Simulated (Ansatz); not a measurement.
Consider the ligand exchange at a B–N bond: `BN([SiH3])C=C` + `OCO[SiH3]` → `BOCO[SiH3]` + `C=CN[SiH3]`.

Computed with Ansatz on PBE0-D4/def2-TZVP structures; ΔE is electronic, products minus reactants. CCSD(T)/CBS adds triple-zeta CCSD(T) − MP2 to the extrapolated MP2 energy (def2 sets, frozen cores). This one scheme is used for every species. Each species was taken in one conformer, which may not be the lowest.

```csv
species,CCSD(T)/CBS(def2) energy (Eh)
`BN([SiH3])C=C`,-449.51164
`OCO[SiH3]`,-481.10433
`BOCO[SiH3]`,-506.53205
`C=CN[SiH3]`,-424.08767
```

Question: Work out ΔE.

Answer: ΔE = (-506.53205) + (-424.08767) − (-449.51164) − (-481.10433) = -0.00375 Eh = -9.8 kJ/mol.

Largest T1 diagnostic among the species: 0.013.

In def2-TZVPP, CCSD(T) changes the Hartree–Fock value by +16.9 kJ/mol (the triples alone add +2.3 kJ/mol) and MP2 by +17.9 kJ/mol. Leaving LDA and LC-ωPBE aside and taking each functional with its dispersion term where it has one, the values, not all of them listed here, spread over 9.6 kJ/mol, from CAM-B3LYP-D4 to revPBE-D4. LDA lies +5.6 kJ/mol from PBE without D4.
